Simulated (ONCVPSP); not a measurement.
## silicon: ONCV pseudisation with PBE, scalar-relativistic reference atom.

- Element: Si (Z = 14)
- Generator: ONCVPSP 4.0.1
- Type: optimised norm-conserving Vanderbilt (ONCV)
- Functional: PBE
- Relativity: scalar-relativistic
- Frozen core: [He]
- Valence charge: 12
- Reference configuration: 2s2 2p6 3s2 3p0.5 (charge +1.5)
- Partial waves: 2s+3s: rc 0.95 bohr, ncon 4, nbas 9, qcut 16.4 1/bohr, 2 projectors; 2p+3p: rc 0.80 bohr, ncon 4, nbas 9, qcut 14.7 1/bohr, 3 projectors, debl 3.5 Ha; d scattering state at 0.45 Ha: rc 0.80 bohr, ncon 4, nbas 7, qcut 10.3 1/bohr, 1 projector
- Local potential: polynomial inside 0.55 bohr (lpopt 5, dvloc0 0 Ha)
- Core correction: Teter function, fcfact 6, rcfact 1.3

All-electron outer shells of the reference configuration (PBE, scalar-relativistic, ld1.x):

```json
{"shell": "1s", "level (eV)": "-1801.44", "outermost node (bohr)": "–", "outermost maximum (bohr)": "0.07"}
{"shell": "2s", "level (eV)": "-154.64", "outermost node (bohr)": "0.15", "outermost maximum (bohr)": "0.45"}
{"shell": "2p", "level (eV)": "-110.73", "outermost node (bohr)": "–", "outermost maximum (bohr)": "0.39"}
{"shell": "3s", "level (eV)": "-23.66", "outermost node (bohr)": "0.72", "outermost maximum (bohr)": "1.73"}
{"shell": "3p", "level (eV)": "-15.95", "outermost node (bohr)": "0.71", "outermost maximum (bohr)": "1.96"}
```

Does the generator finish with these settings?

Yes, a potential is produced and its reference levels are reproduced.

Estimate the cutoffs (Ha) at which the residual kinetic energy of the hardest occupied pseudo-wave falls to 1 and 0.1 mHa per electron.

99 Ha and 197 Ha.

Does the potential have ghost states?

No bound ghost flagged; no localised positive-energy state flagged.

Tests: 2s2 2p6 3s2 3p2; 2s2 2p6 3s2 3p1; 2s2 2p6 3s2 3p0; 2s1 2p6 3s2 3p2. Which has the largest error in its energy relative to the reference configuration, and how large is it?

2s1 2p6 3s2 3p2, with -327 meV (all-electron minus pseudo) on +138.41 eV.
